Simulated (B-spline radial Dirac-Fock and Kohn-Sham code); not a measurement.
# What relativity does to the binding energies of Pd

System: the free palladium atom, [Kr] 4d10.

Both columns are ΔSCF binding energies of the configuration average from an atomic code on a B-spline grid: non-relativistic Hartree-Fock with a point nucleus, and Dirac-Fock with a finite nucleus and the Coulomb interaction alone, averaged over the two j levels with weights 2j+1.

```csv
shell,Hartree-Fock (eV),Dirac-Fock (eV),shift (eV),shift (%)
1s,23702.2,24428.2,+726.01,+3.06
2s,3447.9,3623.0,+175.10,+5.08
2p,3188.3,3237.5,+49.27,+1.55
3s,643.5,679.2,+35.75,+5.56
3p,538.8,549.6,+10.79,+2.00
3d,346.9,342.2,-4.72,-1.36
4s,92.61,99.22,+6.60,+7.13
4p,59.11,60.94,+1.83,+3.10
4d,6.67,6.45,-0.22,-3.36
```

Relativity binds 1s, 2s, 2p, 3s, 3p, 4s, 4p more strongly, among those listed most of all 4s in relative terms, and 3d, 4d more weakly, because the contracted s and p shells screen the nucleus better.

Values without a named source are computed, but for edge energies of neutral atoms, which are taken from tables.
